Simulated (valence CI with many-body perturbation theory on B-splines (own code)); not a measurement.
# Ar VI: calculation against measured levels

Calculated by relativistic CI+MBPT: three valence electrons over a frozen Dirac-Fock core [Ne], a basis of 11 s, 11 p, 10 d, 8 f, 5 g, 2 h functions for each j, with the one-electron correlation potential Σ1 (screened to all orders), the two-electron term Σ2, the three-electron term Σ3, Breit, model QED; selected single and double excitations, second order for the rest, scaled by the run's own slope (own B-spline code, finite nucleus).

Set against measurement, 40 paired levels are off by 113 cm⁻¹ on average, the worst by 297. These come from a selection out of Saloman, J. Phys. Chem. Ref. Data 39, 033101 (2010). Levels without a partner in it may be off by more. 2 measured levels below the end of the list, from 525050 cm⁻¹ on, found no clear computed partner, and computed levels of the same name lie up to 11254 cm⁻¹ from them.

Measured levels: Saloman, J. Phys. Chem. Ref. Data 39, 033101 (2010). Pairs share parity and J, and are chosen by configuration, term and nearness in energy; levels without a clear partner are left out. Energies in cm⁻¹ above the measured ground level.

Names give the largest LS component (configuration and term), which can be under half, so a name can repeat, a term be missing and a line seem to break the LS rules; names also repeat where a configuration has a term twice. Letters in brackets count levels of one name in rising energy.

```
    Computed label  Label in the source  Measured  Computed  Difference
     3s²3p ²P°_1/2           3s2 3p 2P°         0       0.0           0
     3s²3p ²P°_3/2           3s2 3p 2P°    2207.9    2211.1          +3
      3s3p² ⁴P_1/2            3s 3p2 4P  100157.5  100033.1        -124
      3s3p² ⁴P_3/2            3s 3p2 4P  100957.6  100833.3        -124
      3s3p² ⁴P_5/2            3s 3p2 4P  102191.6  102070.7        -121
      3s3p² ²D_3/2            3s 3p2 2D  132462.7  132437.9         -25
      3s3p² ²D_5/2            3s 3p2 2D  132574.7  132550.2         -25
      3s3p² ²S_1/2            3s 3p2 2S  169803.9  169991.5        +188
      3s3p² ²P_1/2            3s 3p2 2P  182182.1  182373.9        +192
      3s3p² ²P_3/2            3s 3p2 2P  183577.3  183770.4        +193
      3s²3d ²D_3/2            3s2 3d 2D  218595.9  218657.5         +62
      3s²3d ²D_5/2            3s2 3d 2D  218655.8  218720.4         +65
       3p³ ²D°_3/2              3p3 2D°  260068.7  259950.8        -118
       3p³ ²D°_5/2              3p3 2D°  260272.9  260159.9        -113
       3p³ ⁴S°_3/2              3p3 4S°  270511.8  270535.4         +24
       3p³ ²P°_3/2              3p3 2P°    294086  294175.9         +90
       3p³ ²P°_1/2              3p3 2P°  294101.3  294193.9         +93
    3s3p3d ⁴P°_5/2    3s 3p(3P°) 3d 4P°    316351  316192.6        -158
    3s3p3d ⁴P°_3/2    3s 3p(3P°) 3d 4P°    316974  316812.0        -162
    3s3p3d ⁴P°_1/2    3s 3p(3P°) 3d 4P°    317459  317298.9        -160
    3s3p3d ⁴D°_1/2    3s 3p(3P°) 3d 4D°    319273  319117.3        -156
    3s3p3d ⁴D°_3/2    3s 3p(3P°) 3d 4D°    319539  319379.0        -160
    3s3p3d ⁴D°_5/2    3s 3p(3P°) 3d 4D°    319771  319615.2        -156
    3s3p3d ⁴D°_7/2    3s 3p(3P°) 3d 4D°    319905  319750.1        -155
3s3p3d ²D°_5/2 [a]    3s 3p(3P°) 3d 2D°  328960.4  328971.1         +11
3s3p3d ²D°_3/2 [a]    3s 3p(3P°) 3d 2D°    328992  329006.4         +14
      3s²4s ²S_1/2            3s2 4s 2S    342302  342327.1         +25
3s3p3d ²F°_5/2 [a]    3s 3p(3P°) 3d 2F°  344309.8  344407.8         +98
3s3p3d ²F°_7/2 [a]    3s 3p(3P°) 3d 2F°    346076  346176.2        +100
3s3p3d ²P°_3/2 [a]    3s 3p(3P°) 3d 2P°  375657.8  375955.2        +297
3s3p3d ²F°_7/2 [b]    3s 3p(1P°) 3d 2F°    376421  376589.0        +168
3s3p3d ²F°_5/2 [b]    3s 3p(1P°) 3d 2F°    376905  377072.9        +168
3s3p3d ²D°_3/2 [b]    3s 3p(1P°) 3d 2D°    395494  395709.4        +215
3s3p3d ²D°_5/2 [b]    3s 3p(1P°) 3d 2D°    395807  396022.6        +216
    3s3p4s ⁴P°_1/2    3s 3p(3P°) 4s 4P°    454096  454068.6         -27
      3s²4d ²D_3/2            3s2 4d 2D    454751  454683.8         -67
      3s²4d ²D_5/2            3s2 4d 2D    454807  454729.0         -78
    3s3p4s ⁴P°_3/2    3s 3p(3P°) 4s 4P°    454874  454842.0         -32
    3s3p4s ⁴P°_5/2    3s 3p(3P°) 4s 4P°    456280  456239.6         -40
  3s²5d ²D_3/2 [a]            3s2 5d 2D    555276  555144.5        -131
  3s²5d ²D_5/2 [a]            3s2 5d 2D    555523  555361.4        -162
```

Over 40 excited levels the mean absolute difference is 113 cm⁻¹, the median 119 and the largest 297. The comparison draws on a selection of the measured levels: 41 of the 170 computed ones have a partner in it, and others may be off by more.

These 2 measured levels below the end of the computed list are not counted above. Beside each stands the unpaired computed level of its name, or else the nearest of its J and parity; the gap is either an error of the method or a doubtful assignment.

| Label in the source | J | Measured | Unpaired level | Computed |
| --- | --- | --- | --- | --- |
| 3s 3p(1P°) 4s 2P° | 1/2 | 525050 | 3s3p4s ²P°_1/2 [b] | 513796 |
| 3s 3p(1P°) 4s 2P° | 3/2 | 525200 | 3s3p4s ²P°_3/2 [b] | 513979 |
